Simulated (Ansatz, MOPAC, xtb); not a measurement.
The molecule SeS, multiplicity 3 (the spin of the measured ground state). No spin–orbit coupling. Se is treated without relativity.

Constants: fifth-degree fit in 1/R to seven points, most abundant isotopes. Runs in def2 and cc sets follow the lowest solution found near the PBE0 minimum.

Programs: Ansatz (a quantum-chemistry and plane-wave program); MOPAC for AM1, PM6 (differences of heats of formation); xtb for the GFN methods.  The GFN methods have no spin term and hold the electronic entropy of 300 K.

```tsv
level	r_e (Å)	ω_e (cm⁻¹)	B_e (cm⁻¹)	α_e (cm⁻¹)	D_e (eV)	dipole (D)
AM1	1.991	524	0.186	0.0011	-	-
PM6	2.046	521	0.176	0.00038	-	-
GFN1-xTB	2.043	567	0.177	0.00077	-	-
GFN2-xTB	2.037	539	0.178	0.00093	-	-
SVWN5/def2-TZVPP	2.038	553	0.178	0.00074	5.33	0.51
PBE/def2-TZVPP	2.058	538	0.174	0.00074	4.49	0.57
r2SCAN/def2-TZVPP	2.038	562	0.178	0.00073	4.29	0.53
B97M-V/def2-TZVPP	2.030	570	0.179	0.00074	4.18	0.73
B3LYP/def2-TZVPP	2.050	548	0.176	0.00073	3.99	0.56
PBE0/def2-TZVPP	2.028	578	0.179	0.00070	4.11	0.58
BHLYP/def2-TZVPP	2.021	592	0.181	0.00068	3.53	0.57
CAM-B3LYP/def2-TZVPP	2.026	583	0.180	0.00068	3.83	0.57
wB97X-V/def2-TZVPP	2.015	606	0.182	0.00065	4.01	0.61
wB97M-V/def2-TZVPP	2.023	593	0.180	0.00066	3.93	0.64
B2PLYP/def2-TZVPP	2.048	545	0.176	0.00078	3.96	-
CCSD/def2-TZVPP	2.033	577	0.179	0.00071	3.42	-
CCSD/def2-QZVPP	2.021	586	0.181	0.00072	3.57	-
CCSD(T)/def2-TZVPP	2.046	555	0.176	0.00075	3.69	-
CCSD(T)/def2-QZVPP	2.034	563	0.178	0.00076	3.88	-
CCSD(T)/CBS(def2-TZVPP, def2-QZVPP)	2.028	568	0.180	0.00077	-	-
```

D_e counts from each atom's lowest state at the same level, without counterpoise or zero-point energy.

Correlated levels freeze the inner cores; with def2 sets outer-core shells near the valence are correlated too. CBS: X⁻³ extrapolation of the correlation energy, Hartree–Fock from the larger set. The state that AM1, PM6 reach isn't checked.

Measured for the ground state: r_e 2.0367 Å, ω_e 555.56 cm-1, ω_e x_e 1.848 cm-1, B_e 0.17926 cm-1, α_e 0.00076 cm-1 [Huber and Herzberg (1979), NIST Chemistry WebBook]. D_0 3.808 ± 0.069 eV (a handbook's tabulated 298 K bond energy less 3RT/2; such tables hold older values) [Luo, bond dissociation energies, CRC Handbook].
